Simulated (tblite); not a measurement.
A geometry optimisation, step by step.

C₃H₆Br (doublet state).
Numbering: `[CH2:1][CH2:2][CH2:3][Br:4]` (hydrogens: H5, H6 on C1; H7, H8 on C2; H9, H10 on C3)

Computed with GFN2-xTB (tblite), gas phase: L-BFGS steps from a force-field or distance-geometry start until the largest atomic force falls under 0.01 eV/Å. 9 of its 70 geometries are shown.

Step 0: E = -366.3419 eV, largest atomic force 1.792 eV/Å
```
atom  x, y, z in Å  |  force x, y, z in eV/Å
C1     -1.336    0.104   -0.390   -0.403  -0.202   1.734
C2     -0.150   -0.346    0.440   -0.992  -0.225  -0.634
C3      1.062    0.236   -0.267   -1.034   0.218  -1.062
Br4     2.726   -0.164    0.552    0.513  -0.024   0.267
H5     -2.098   -0.662   -0.526    0.226   0.408  -0.380
H6     -1.714    1.087   -0.078    0.169  -0.401  -0.689
H7     -0.281    0.073    1.453    0.336  -0.338  -0.170
H8     -0.128   -1.454    0.439    0.229   0.579   0.289
H9      0.887    1.324   -0.349    0.555  -0.329   0.097
H10     1.042   -0.193   -1.296    0.401   0.313   0.548
```

Step 9: E = -366.6814 eV, largest atomic force 0.226 eV/Å
```
atom  x, y, z in Å  |  force x, y, z in eV/Å
C1     -1.454    0.062   -0.190    0.022   0.026   0.011
C2     -0.192   -0.351    0.444    0.049   0.001   0.029
C3      1.016    0.244   -0.307   -0.226   0.007   0.002
Br4     2.706   -0.163    0.575    0.035  -0.057   0.079
H5     -2.132   -0.641   -0.631    0.095  -0.004   0.003
H6     -1.725    1.101   -0.197    0.013  -0.006  -0.032
H7     -0.161    0.027    1.479    0.085  -0.050  -0.075
H8     -0.098   -1.440    0.470   -0.007   0.065   0.011
H9      0.955    1.330   -0.353   -0.031   0.017  -0.009
H10     1.093   -0.165   -1.313   -0.036   0.001  -0.020
```

Step 17: E = -366.6874 eV, largest atomic force 0.031 eV/Å
```
atom  x, y, z in Å  |  force x, y, z in eV/Å
C1     -1.453    0.066   -0.177   -0.003  -0.005   0.008
C2     -0.190   -0.349    0.450    0.002   0.002   0.016
C3      1.002    0.247   -0.311   -0.031  -0.003   0.003
Br4     2.688   -0.175    0.586    0.012  -0.001  -0.016
H5     -2.105   -0.646   -0.640    0.014   0.015  -0.016
H6     -1.719    1.106   -0.213    0.016  -0.021  -0.005
H7     -0.131    0.020    1.483   -0.016   0.006   0.008
H8     -0.100   -1.436    0.471    0.001   0.006   0.002
H9      0.940    1.334   -0.355    0.007  -0.006   0.001
H10     1.076   -0.162   -1.317   -0.003   0.007  -0.003
```

Step 26: E = -366.6888 eV, largest atomic force 0.036 eV/Å
```
atom  x, y, z in Å  |  force x, y, z in eV/Å
C1     -1.449    0.062   -0.172   -0.001   0.007  -0.003
C2     -0.192   -0.350    0.467    0.005   0.010  -0.007
C3      0.993    0.248   -0.306   -0.011  -0.012  -0.001
Br4     2.696   -0.182    0.560   -0.018   0.008  -0.017
H5     -2.080   -0.643   -0.675    0.012   0.008  -0.002
H6     -1.702    1.104   -0.221   -0.021  -0.010   0.001
H7     -0.139    0.026    1.498    0.009  -0.005  -0.014
H8     -0.098   -1.437    0.491    0.003   0.018   0.016
H9      0.933    1.335   -0.349    0.009  -0.020   0.028
H10     1.048   -0.157   -1.315    0.011  -0.005   0.000
```

Step 34: E = -366.6893 eV, largest atomic force 0.022 eV/Å
```
atom  x, y, z in Å  |  force x, y, z in eV/Å
C1     -1.447    0.062   -0.174   -0.008  -0.005   0.008
C2     -0.193   -0.349    0.473    0.010   0.010  -0.010
C3      0.990    0.245   -0.305    0.002   0.002   0.014
Br4     2.700   -0.188    0.545   -0.008  -0.012  -0.002
H5     -2.064   -0.643   -0.694    0.004  -0.006  -0.008
H6     -1.710    1.101   -0.219   -0.002  -0.010   0.014
H7     -0.138    0.035    1.501   -0.001  -0.004  -0.019
H8     -0.100   -1.436    0.505   -0.005   0.017   0.006
H9      0.932    1.332   -0.336    0.009  -0.006  -0.019
H10     1.039   -0.155   -1.318   -0.001   0.014   0.016
```

Step 43: E = -366.6908 eV, largest atomic force 0.068 eV/Å
```
atom  x, y, z in Å  |  force x, y, z in eV/Å
C1     -1.451    0.050   -0.175    0.034   0.041   0.043
C2     -0.197   -0.331    0.488    0.048   0.008  -0.002
C3      0.988    0.246   -0.306   -0.012  -0.018   0.010
Br4     2.699   -0.243    0.508    0.009   0.001   0.020
H5     -1.996   -0.652   -0.771   -0.030  -0.017  -0.034
H6     -1.764    1.076   -0.172   -0.029   0.007  -0.006
H7     -0.143    0.082    1.502   -0.020  -0.002  -0.009
H8     -0.100   -1.417    0.550    0.033   0.014  -0.017
H9      0.958    1.336   -0.325   -0.008  -0.034  -0.007
H10     1.015   -0.142   -1.323   -0.025   0.000   0.002
```

Step 52: E = -366.6916 eV, largest atomic force 0.013 eV/Å
```
atom  x, y, z in Å  |  force x, y, z in eV/Å
C1     -1.452    0.047   -0.175    0.006   0.009   0.007
C2     -0.196   -0.320    0.494    0.006  -0.003   0.001
C3      0.989    0.245   -0.307    0.003   0.000   0.001
Br4     2.698   -0.270    0.498    0.004   0.008   0.003
H5     -1.962   -0.649   -0.810   -0.002  -0.004  -0.012
H6     -1.802    1.060   -0.143   -0.005   0.008   0.008
H7     -0.149    0.106    1.503   -0.001  -0.007  -0.001
H8     -0.089   -1.404    0.565   -0.008  -0.004   0.002
H9      0.973    1.333   -0.324   -0.005   0.002  -0.009
H10     0.999   -0.143   -1.324    0.002  -0.008   0.001
```

Step 60: E = -366.6928 eV, largest atomic force 0.038 eV/Å
```
atom  x, y, z in Å  |  force x, y, z in eV/Å
C1     -1.451    0.056   -0.169   -0.011  -0.014  -0.015
C2     -0.197   -0.317    0.500    0.008  -0.008  -0.008
C3      0.989    0.234   -0.311   -0.014  -0.007   0.002
Br4     2.703   -0.245    0.505   -0.017   0.002   0.007
H5     -1.920   -0.616   -0.861    0.005   0.036   0.012
H6     -1.839    1.054   -0.085    0.016  -0.017   0.010
H7     -0.145    0.102    1.510    0.004   0.018  -0.023
H8     -0.099   -1.402    0.563    0.011  -0.011   0.016
H9      0.966    1.322   -0.360   -0.008  -0.011   0.001
H10     1.002   -0.184   -1.316    0.006   0.013  -0.002
```

Step 69: E = -366.6940 eV, largest atomic force 0.008 eV/Å
```
atom  x, y, z in Å  |  force x, y, z in eV/Å
C1     -1.451    0.059   -0.165    0.001  -0.007   0.002
C2     -0.197   -0.312    0.505    0.007   0.004  -0.001
C3      0.987    0.220   -0.320   -0.001   0.000   0.000
Br4     2.699   -0.235    0.514    0.002  -0.003   0.000
H5     -1.858   -0.560   -0.940   -0.001   0.000  -0.002
H6     -1.894    1.022    0.004   -0.001   0.004   0.001
H7     -0.141    0.125    1.506   -0.002  -0.003  -0.001
H8     -0.100   -1.398    0.585   -0.002   0.006   0.002
H9      0.961    1.306   -0.396   -0.005   0.002   0.002
H10     1.003   -0.221   -1.316    0.003  -0.003  -0.003
```

Task: Summarise the path.

Result: The energy falls by 33.97 kJ/mol from step 0 to step 69; nine tenths of that is first reached at step 5. It rises by more than 0.2 meV at step 64. The largest force goes from 1.792 to 0.008 eV/Å. Among the bonds C3–Br4 changes most, from 1.897 to 1.958 Å; the atoms move by 0.208 Å rms after alignment.

The cost below is that of the whole relaxation. Time: 0.25 s of wall time. Hardware: Arm Neoverse V1, one thread, no GPU, shared host with 32 logical CPUs at a one-minute load of 29.
